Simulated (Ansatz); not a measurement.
Cost and result for the atomization energy of `CB(F)F` (7 atoms, 6 bonds).

Cartesian coordinates in Å:
```
C -0.102 -0.652 0.234
B 0.095 0.803 -0.278
F -0.652 1.814 0.134
F 1.038 1.104 -1.157
H -0.975 -0.759 0.877
H -0.188 -1.345 -0.607
H 0.784 -0.965 0.796
```

The species carries charge 0 and has multiplicity 1. Geometry: relaxed with PBE0-D4/def2-TZVP. Program: Ansatz. All runs use 4 threads of an Arm Neoverse V1 on a shared host. Times are those of one run each, without the atoms' runs, and a repeat can differ threefold. Electronic energies, without spin–orbit coupling; frozen cores. CCSD(T)/CBS adds CCSD(T) − MP2 in def2-TZVPP to the MP2 limit, and its time is that of the two runs behind it. T1 = 0.012. B3LYP takes the VWN-RPA correlation (the form of Gaussian; ORCA's B3LYP/G). HSE06 is the plane-wave form, built on full-range PBE exchange.

CCSD(T)/CBS is a level of theory with its own doubt, some kJ/mol a heavy atom from the limit and from the frozen cores, so smaller differences don't rank the functionals.

```
                            level  functions  wall time  atomization (kJ/mol)  difference from CCSD(T)/CBS  per bond
               BLYP-D4/def2-TZVPP        166      0.8 s                3002.1                          4.0       0.7
             revPBE-D4/def2-TZVPP        166     0.85 s                2981.1                        -17.0      -2.8
                 CCSD(T)/def2-SVP         71        1 s                2890.8                       -107.3     -17.9
              BHLYP-D4/def2-TZVPP        166      1.3 s                2916.5                        -81.6     -13.6
              HSE06-D4/def2-TZVPP        166      1.6 s                3010.6                         12.5       2.1
B3LYP-D4/def2-TZVPP (with forces)        166      1.6 s                3001.1                          3.0       0.5
              PBE-QIDH/def2-TZVPP        166      1.9 s                2996.5                         -1.6      -0.3
            r2SCANh-D4/def2-TZVPP        166      2.3 s                3002.0                          3.9       0.7
               ωB97X-V/def2-TZVPP        166      3.1 s                3000.4                          2.3       0.4
                B97M-V/def2-TZVPP        166      3.3 s                3017.4                         19.3       3.2
                   MP2/def2-QZVPP        318       11 s                3058.1                         60.0      10.0
               CCSD(T)/def2-TZVPP        166       23 s                2936.2                        -61.9     -10.3
                CCSD(T)/CBS(def2)          –       33 s                2998.1                          0.0       0.0
```

Leaving LDA and LC-ωPBE aside and taking each functional with its dispersion term where it has one, the values, not all of them listed here, spread over 149.2 kJ/mol, from BHLYP-D4 to PBE-D4. LDA lies +370.9 kJ/mol from PBE without D4, its usual overbinding. From PBE to PBE0 (25 % exact exchange), in def2-TZVPP and without D4, the atomization energy moves by −56.1 kJ/mol: exact exchange takes away binding that semilocal exchange gives to molecules. The D4 term adds +12.7 kJ/mol with B3LYP and +6.5 kJ/mol with PBE0; it sums over pairs of atoms, weighted by their polarisabilities, and B3LYP, whose exchange is more repulsive, gets the larger term.
